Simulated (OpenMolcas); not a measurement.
# Pt2+ in a ligand field

Pt2+ with 6 ligands (fluoride) in trigonal prismatic coordination (D3h) at 2.11 Å, a polar angle of 49.6° against the regular 49.1°. A charge of +0.667 e stands 2.8 Å behind each ligand. Ligand basis ANO-RCC-VDZP.

| Property | Result |
| --- | --- |
| Program | OpenMolcas 26.06 |
| Method | SS-CASPT2, IPEA 0.25 Eh, imaginary shift 0.1 Eh (the 30 lowest orbitals frozen, all others correlated) |
| Basis | ANO-RCC-VTZP [8s7p5d3f1g] |
| Scalar Hamiltonian | DKH2, point nucleus |
| Active space | 8 electrons in 5 orbitals (5d) |
| State averaging | 2S+1 = 3 even, 10 roots; 2S+1 = 1 even, 15 roots |
| Spin-orbit coupling | RASSI with atomic mean-field integrals over the reference wave functions |

The lowest spin-free states (labels of D3, the rotations of D3h), above the lowest:

```
State  Degeneracy  E (cm-1)
  3A2           1         0
   1E           2      8150
  3A1           1      9380
  3A2           1      9420
   3E           2     10050
  1A1           1     13470
   1E           2     16050
   3E           2     19140
  1A1           1     20340
  1A2           1     20700
   1E           2     23520
   3E           2     23560
  3A2           1     27860
  1A1           1     31800
   1E           2     33410
   1E           2     33790
  1A1           1     48920
```

The lowest levels with spin-orbit coupling:

```tsv
E (cm-1)	Degeneracy	Label	2S+1	g
0	1	A1	3	
1310	2	E	3	0.00 0.00 3.57
6710	2	E	3	0.00 0.00 8.45
6810	2	E	1 (50 %)	0.00 0.00 3.17
11240	2	E	3 (65 %)	0.00 0.00 2.10
11770	1	A2	3	
11780	1	A1	3	
12270	2	E	3 (79 %)	0.00 0.00 5.01
13890	1	A1	1 (61 %)	
16550	1	A2	3	
18840	2	E	3 (72 %)	0.00 0.00 1.73
19030	1	A1	3	
19870	2	E	3	0.00 0.00 2.48
22410	1	A1	3 (57 %)	
22550	1	A2	3 (60 %)	
23150	2	E	3 (71 %)	0.00 0.00 4.50
25740	1	A2	3	
25810	2	E	3 (79 %)	0.00 0.00 1.54
26750	1	A1	3 (62 %)	
28210	1	A1	1 (52 %)
```

Electric-dipole absorption from the lowest level at this geometry, strongest bands:

```json
{"E (cm-1)": "6710", "λ (nm)": "1490", "Label": "E", "f": "5.58e-05"}
{"E (cm-1)": "6810", "λ (nm)": "1470", "Label": "E", "f": "7.10e-06"}
{"E (cm-1)": "11770", "λ (nm)": "850", "Label": "A2", "f": "2.71e-06"}
{"E (cm-1)": "12270", "λ (nm)": "815", "Label": "E", "f": "1.13e-04"}
{"E (cm-1)": "19870", "λ (nm)": "503", "Label": "E", "f": "1.07e-04"}
{"E (cm-1)": "22550", "λ (nm)": "443", "Label": "A2", "f": "2.64e-06"}
{"E (cm-1)": "23150", "λ (nm)": "432", "Label": "E", "f": "1.09e-04"}
{"E (cm-1)": "28400", "λ (nm)": "352", "Label": "A2", "f": "1.18e-06"}
{"E (cm-1)": "29150", "λ (nm)": "343", "Label": "E", "f": "7.53e-06"}
{"E (cm-1)": "38640", "λ (nm)": "259", "Label": "E", "f": "5.61e-05"}
```

Powder χT (cm3 K/mol): 0.00531 at 2 K, 0.0266 at 10 K, 0.133 at 50 K, 0.266 at 100 K, 0.531 at 200 K, 0.794 at 300 K. The effective moment at 300 K is 2.828 √(χT) = 2.52 μB.

The lowest level has 2S+1 = 3, for which the spin-only value is χT = S(S+1) / 2 = 1.000 cm3 K/mol (g = 2). The computed 0.794 at 300 K differs by -0.206, through orbital momentum, spin-orbit coupling and any other state in reach.

Roots that are degenerate in the reference are averaged as groups; the widest CASPT2 spread within a group is 110 cm-1 (the 2-fold group of multiplicity 3 near 23600 cm-1 above the lowest state of its run). Shifts and gaps below about the spread of the groups concerned are not significant. Over all roots computed the reference weight is 0.68 to 0.69; a low but even weight reflects the number of correlated electrons. Real 4d8 and 5d8 ions are as a rule square planar and diamagnetic. Ligand-to-metal charge-transfer states are missing. With no ligand orbital active B as a rule stays too high, so bands that hang on it stand too high and its fall with covalency is understated. No measured value stands beside these numbers; the geometry is a model, was not optimised and need not be the one that this ion takes.

With an even number of electrons the g values are those of a degenerate or nearly degenerate non-Kramers pair.
